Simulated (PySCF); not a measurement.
AgH6N2, SMILES [NH3]->[Ag+]<-[NH3], charge +1, multiplicity 1.

Coordinates come from a B3LYP-D3(BJ)/def2-SVP optimisation. The spin state was assumed, not searched. The isomer is the one that the SMILES or the coordinates give; other isomers of the formula were not compared. The def2 effective core potentials stand for the cores of Ag; spin–orbit coupling is left out.

Two levels are set side by side: PBE/def2-TZVPD (PySCF) and r2SCAN/def2-TZVPD (PySCF). Same geometry, gas phase. Differences are taken from unrounded values.

```json
[
 {"quantity": "orbital gap (eV)", "r2SCAN": "5.47"},
 {"quantity": "highest occupied level (eV)", "r2SCAN": "-11.17"},
 {"quantity": "lowest empty level (eV)", "r2SCAN": "-5.70"},
 {"quantity": "mean polarisability (bohr³)", "r2SCAN": "42.0"}
]
```

Q: What does PBE give, and how far is it from r2SCAN? (An estimate is asked for; the answer gives what the named calculation found.)

A: 
```csv
quantity,PBE,PBE minus r2SCAN
orbital gap (eV),4.92,-0.55
highest occupied level (eV),-11.02,0.15
lowest empty level (eV),-6.10,-0.41
mean polarisability (bohr³),43.5,1.6
```

Rough cost on one machine, each run with all the roots and properties that it gave: r2SCAN against PBE about 4 times.
